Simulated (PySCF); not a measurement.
This PySCF input asks for the NMR shieldings of SMILES FB(F)CB[SiH]1CC=CC1, C₅H₁₀B₂F₂Si; the geometry comes from GFN2-xTB.

```python
import basis_set_exchange as bse
import numpy as np
from pyscf import gto, dft
from pyscf.prop import nmr

atoms = """
F     4.131127   -0.886636    0.089595
B     2.867925   -0.844975    0.466548
F     2.337242   -2.038189    0.659960
C     2.056726    0.490338    0.626507
B     1.434743    0.833602   -0.786051
Si   -0.449204    0.439805   -1.134685
C    -1.016346   -1.277823   -0.480998
C    -1.989441   -0.965819    0.614095
C    -2.287719    0.294701    0.869685
C    -1.647235    1.374981    0.052293
H     2.751042    1.271931    0.936049
H     1.293407    0.358023    1.392486
H     2.151175    1.304487   -1.584806
H    -0.965841    0.603268   -2.513391
H    -0.197657   -1.882593   -0.087669
H    -1.504132   -1.886307   -1.244011
H    -2.423402   -1.789250    1.164352
H    -2.984561    0.582965    1.645038
H    -1.146585    2.091653    0.707129
H    -2.416413    1.936516   -0.480007
"""
names = dict.fromkeys(["F", "B", "C", "Si", "H"], "pcSseg-1")
basis = {el: gto.basis.parse(bse.get_basis(n, elements=[el], fmt="nwchem")) for el, n in names.items()}
mol = gto.M(atom=atoms, basis=basis, charge=0, verbose=0)
mf = dft.RKS(mol, xc="PBE0")
mf.grids.level = 2
mf.grids.alignment = dft.numint.BLKSIZE   # the property module wants whole blocks of grid points
mf.conv_tol = 1e-9
mf.kernel()

calc = nmr.RKS(mf)   # GIAO
C = mf.mo_coeff
Co = C[:, mf.mo_occ > 0]
resp = mf.gen_response(singlet=True, hermi=2)
def vind(x):   # induced exchange potential for any number of trial vectors
    d = np.einsum("pi,xij,qj->xpq", C, 2 * x.reshape(-1, C.shape[1], Co.shape[1]), Co, optimize=True)
    return np.einsum("xpq,pi,qj->xij", resp(d - d.transpose(0, 2, 1)), C, Co, optimize=True).ravel()
mo1, _ = nmr.rhf.solve_mo1(calc, with_cphf=vind)
sigma = calc.kernel(mo1)
for i, s in enumerate(sigma):   # ppm
    print("%2d %-2s %9.2f" % (i, mol.atom_pure_symbol(i), np.trace(s) / 3))
```

Question: What are the results?

Answer: 
```
 0 F     229.78
 1 B      74.30
 2 F     229.51
 3 C     151.16
 4 B     -11.70
 5 Si    393.03
 6 C     166.51
 7 C      46.06
 8 C      48.26
 9 C     165.85
10 H      29.09
11 H      28.68
12 H      21.54
13 H      27.25
14 H      29.51
15 H      29.79
16 H      25.46
17 H      25.55
18 H      29.96
19 H      29.69
```

These numbers come from an equivalent density-fitted implementation of the same equations, which agrees with the script to about 0.01 ppm for H and up to a few tenths of a ppm for heavy atoms, so last digits may differ.

Size and cost of the density-fitted run: 227 basis functions, 67 s wall time on 1 thread of an Arm Neoverse V1, shared host; peak memory 1.1 GiB.
